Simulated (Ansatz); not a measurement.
Single points on Hg5O5⁻.

```yaml
crystal:
  periodic: [false, false, false]
  atoms:
    - {symbol: Hg, position_ang: [1.463653, 4.490266, -0.614886]}
    - {symbol: Hg, position_ang: [-3.513288, -0.563546, -0.386758]}
    - {symbol: Hg, position_ang: [3.578404, 1.971724, 0.089675]}
    - {symbol: Hg, position_ang: [-0.393813, 2.305870, -0.479379]}
    - {symbol: Hg, position_ang: [0.195145, -0.710382, 0.130554]}
    - {symbol: O, position_ang: [-1.127928, -2.326274, 0.229465]}
    - {symbol: O, position_ang: [-1.920925, 0.935141, -0.442225]}
    - {symbol: O, position_ang: [0.784047, -3.420154, 0.840774]}
    - {symbol: O, position_ang: [-0.462181, -3.550011, 0.626067]}
    - {symbol: O, position_ang: [1.396876, 0.867355, 0.006702]}
basis:
  gaussian: {orbitals: def2-SVP, initial_orbitals: start.molden}
total_charge: -1
magnetization: {spin_polarized: true, initial_magnetization: 1}
hamiltonian: {xc: pbe, dispersion: d4}
scf: {omitted_lower_state_checks: [starts]}
output: {forces: true, orbitals: {seedname: orbitals}}
```

The file start.molden holds the orbitals of an earlier run on this structure, at another level or in another basis.

```sh
$ ansatz run in.yaml --threads 4 --pin off --events-out ev --progress --plain --max-ram 6963MiB
```

It prints (some lines left out):

```
Functional definition: PBE
2280 factors; their error is unknown
mean field evaluation 1: about -31100.9583 eV, gradient 8.5e0 eV
mean field evaluation 2: about -31101.3996 eV, gradient 5.7e-1 eV
mean field evaluation 4: about -31101.2995 eV, gradient 2.5e-1 eV
mean field evaluation 8: about -31101.2996 eV, gradient 1.7e-5 eV
mean field -31101.29956004 eV, -1142.9516776135 hartree, gradient 1.7e-5 eV, S^2 0.751605; 0 other end points of the search recorded, 0 dependent functions left out
reference -31101.29960669 eV, -1142.9516793276 hartree; 71, 70 occupied and 159, 160 virtual orbitals, 2280 factors
Total energy: -31101.83201034 eV, -1142.9712448010 hartree
Atom 0 at     1.463653     4.490266    -0.614886 Å, force     0.041025     0.153565    -0.021260 eV/Å
Atom 1 at    -3.513288    -0.563546    -0.386758 Å, force    -0.194067    -0.093860    -0.008554 eV/Å
Atom 2 at     3.578404     1.971724     0.089675 Å, force     0.166479     0.012507     0.019185 eV/Å
Atom 3 at    -0.393813     2.305870    -0.479379 Å, force     0.003086     0.231253    -0.040930 eV/Å
Atom 4 at     0.195145    -0.710382     0.130554 Å, force     0.013556    -0.159879     0.028012 eV/Å
Atom 5 at    -1.127928    -2.326274     0.229465 Å, force    -0.356438     0.153019    -0.106235 eV/Å
Atom 6 at    -1.920925     0.935141    -0.442225 Å, force    -0.153264    -0.037473    -0.013464 eV/Å
Atom 7 at     0.784047    -3.420154     0.840774 Å, force     0.480710    -0.063733     0.106198 eV/Å
Atom 8 at    -0.462181    -3.550011     0.626067 Å, force    -0.226899    -0.327552     0.029698 eV/Å
Atom 9 at     1.396876     0.867355     0.006702 Å, force     0.225812     0.132151     0.007351 eV/Å
Dipole moment:     0.271129     1.153954    -0.181672 e Å
Checks for a lower state left out: starts
```

It took 12 s on 4 threads of Arm Neoverse V2 on a shared host.

As the first input, with `hamiltonian: {xc: r2scan, dispersion: d4}`, `output: {orbitals: {seedname: orbitals}}` (abridged; 82 s):

```
Functional definition: r2SCAN
mean field evaluation 16: about -31110.2568 eV, gradient 8.3e-6 eV
mean field -31110.25684762 eV, -1143.2808518604 hartree, gradient 8.3e-6 eV, S^2 0.754188
Total energy: -31110.38384512 eV, -1143.2855189328 hartree
Checks for a lower state left out: starts
```

As the first input, with `hamiltonian: {xc: {name: B3LYP}, dispersion: d4}`, `output: {orbitals: {seedname: orbitals}}` (abridged; 31 s):

```
Functional definition: B3LYP
mean field evaluation 16: about -31112.6269 eV, gradient 1.1e-5 eV
mean field -31112.62686119 eV, -1143.3679482529 hartree, gradient 9.9e-6 eV, S^2 0.753515
Total energy: -31113.50383834 eV, -1143.4001765687 hartree
Checks for a lower state left out: starts
```

The first input with `gaussian: {orbitals: def2-SVPD, initial_orbitals: start.molden}`, `hamiltonian: {xc: pbe0, dispersion: d4}`, `output: {orbitals: {seedname: orbitals}}` (abridged; 84 s):

```
Functional definition: PBE0
mean field evaluation 16: about -31094.7285 eV, gradient 2.6e-5 eV
mean field -31094.72847299 eV, -1142.7101946185 hartree, gradient 6.2e-6 eV, S^2 0.756648
Total energy: -31095.19517122 eV, -1142.7273454622 hartree
Checks for a lower state left out: starts
```

As the first input, with `gaussian: {orbitals: def2-SVPD, initial_orbitals: start.molden}`, `correlation: {method: mp2}`, `output: {orbitals: {seedname: orbitals}}` and without the key `hamiltonian` (abridged; 63 s):

```
Functional definition: HF
mean field evaluation 16: about -30921.7669 eV, gradient 2.8e-6 eV
mean field -30921.76694085 eV, -1136.3539755498 hartree, gradient 2.8e-6 eV, S^2 1.671022
5 core orbitals not correlated: weight in the atoms' cores, before any rotation towards them, 1.000 or more for the frozen orbitals, at most 0.000 for the correlated occupied ones
second order -80.23735665 eV of doubles, -0.00000000 eV of singles
Total energy: -31002.00429750 eV, -1139.3026440197 hartree
Checks for a lower state left out: starts
```

First input, but with `hamiltonian: {xc: pbe0, dispersion: d4}`, `output: {orbitals: {seedname: orbitals}}` (abridged; 64 s):

```
Functional definition: PBE0
mean field evaluation 16: about -31093.6719 eV, gradient 1.1e-2 eV
mean field evaluation 32: about -31093.6719 eV, gradient 4.2e-5 eV
mean field -31093.67192474 eV, -1142.6713671863 hartree, gradient 6.5e-6 eV, S^2 0.754834
Total energy: -31094.13861680 eV, -1142.6885178032 hartree
Checks for a lower state left out: starts
```

First input, but with `hamiltonian: {xc: {name: revPBE}, dispersion: d4}`, `output: {orbitals: {seedname: orbitals}}` (abridged; 13 s):

```
Functional definition: revPBE
mean field -31114.10422598 eV, -1143.4222404075 hartree, gradient 1.0e-5 eV, S^2 0.751709
Total energy: -31115.30002027 eV, -1143.4661850371 hartree
Checks for a lower state left out: starts
```

Geometry: r2SCAN-D4/def2-SVP.

In the def2 sets Hg takes a core potential; there is no spin–orbit coupling. B3LYP takes the VWN-RPA correlation. Correlated methods freeze 5 core orbitals; core or outer-core shells of Hg are correlated, in sets that lack core-valence functions. The structure holds 2 bonds between oxygen atoms, so isomers without such links may lie far lower. At MP2/def2-SVPD the charge -1 doublet is spin-contaminated (final ⟨S²⟩ up to 1.67, 0.75 for a pure state). The structure comes from a short search, and lower isomers may exist.
